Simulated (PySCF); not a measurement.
Basis and Hamiltonian dependence of the ionisation energy of Te⁺

Te⁺ [Kr] 4d10 5s2 5p3 (4S) → Te²⁺ [Kr] 4d10 5s2 5p2 (3P). All values are computed (PySCF 2.14, energy differences of UHF-based or UKS calculations, no spin-orbit coupling). Values in eV.

```csv
basis,Hamiltonian,functions,UHF,LDA,PBE0,MP2 (valence),CCSD(T) (valence),CCSD(T) (valence and next inner shell)
def2-SVP with the def2 core potential (28 electrons),ECP,26,18.357,18.948,n/a,18.654,18.622,n/a
aug-cc-pVDZ-PP with ECP28MDF,ECP,32,18.353,18.936,18.859,18.659,18.630,n/a
x2c-SVPall,spin-free X2C,36,18.445,n/a,n/a,18.730,18.701,n/a
cc-pVTZ-PP with ECP28MDF,ECP,39,18.356,n/a,n/a,18.782,18.790,n/a
aug-cc-pwCVDZ-PP with ECP28MDF,ECP,48,18.347,18.927,18.848,18.672,18.643,18.703
x2c-TZVPPall,spin-free X2C,60,18.361,18.947,18.858,18.753,18.764,18.855
"x2c-TZVPPall with one added diffuse shell each of s, p, d, f type",spin-free X2C,76,18.350,18.938,18.850,18.748,18.759,18.852
def2-QZVPPD with the def2 core potential (28 electrons),ECP,91,18.352,18.931,18.853,18.822,18.831,n/a
aug-cc-pwCVTZ-PP with ECP28MDF,ECP,96,18.345,18.925,18.852,18.787,18.798,n/a
"aug-cc-pwCVTZ-DK3 with one added diffuse shell each of s, p, d, f type",spin-free X2C,125,18.336,18.932,18.847,18.772,n/a,n/a
"x2c-QZVPPall with one added diffuse shell each of s, p, d, f type",spin-free X2C,128,18.345,18.942,18.855,18.808,n/a,n/a
dyall-av2z,non-relativistic,130,18.289,18.894,18.804,18.612,18.568,n/a
aug-cc-pV5Z-PP with ECP28MDF,ECP,139,18.351,18.931,18.857,18.839,n/a,n/a
aug-cc-pwCVQZ-PP with ECP28MDF,ECP,169,18.344,n/a,n/a,18.822,n/a,n/a
```

Extrapolation of MP2 (valence) from aug-cc-pwCVTZ-PP with ECP28MDF and aug-cc-pwCVQZ-PP with ECP28MDF: the correlation parts are 0.442 and 0.478 eV; with the X⁻³ form and unrounded values, (4³ × 0.478 − 3³ × 0.442)/(4³ − 3³) = 0.504 eV, and adding the Hartree-Fock value 18.344 eV of the larger basis gives 18.849 eV.

Frozen in the all-electron rows: valence: [Kr] 4d10; valence and next inner shell: [Ar] 3d10; with a core potential, the same shells as far as they lie outside it.

Non-relativistic rows lack the scalar-relativistic shift.

Between the lowest levels the reference is 18.6 ± 0.4 eV (measured; NIST Atomic Spectra Database, ionization energies); it includes spin-orbit coupling, which these numbers lack.
